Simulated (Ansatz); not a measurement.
HO3S, SMILES O=[S](=O)O (connectivity only; charge and spin as stated), charge -1, multiplicity 1.

Coordinates come from a PBE0-D3(BJ)/def2-SVPD optimisation. The spin state was assumed, not searched. The isomer is the one that the SMILES or the coordinates give; other isomers of the formula were not compared. One conformer was computed; it need not be the lowest.

Two levels are set side by side: PBE/def2-SVPD (Ansatz, a first-principles code) and ωB97X-V/def2-SVPD (Ansatz). Energy differences of separate SCF runs at the same geometry; the states with an electron removed or added have multiplicity 2. Differences are taken from unrounded values.

```
quantity                            PBE
---------------------------------  ----
vertical ionisation energy (eV)    3.70
vertical singlet–triplet gap (eV)  4.29
```

Task: These are the PBE values. What does ωB97X-V give? (The exact figures need the calculation; the answer reports its results.)

Result: 
| quantity | ωB97X-V | PBE minus ωB97X-V |
|---|---|---|
| vertical ionisation energy (eV) | 4.10 | -0.40 |
| vertical singlet–triplet gap (eV) | 4.87 | -0.58 |
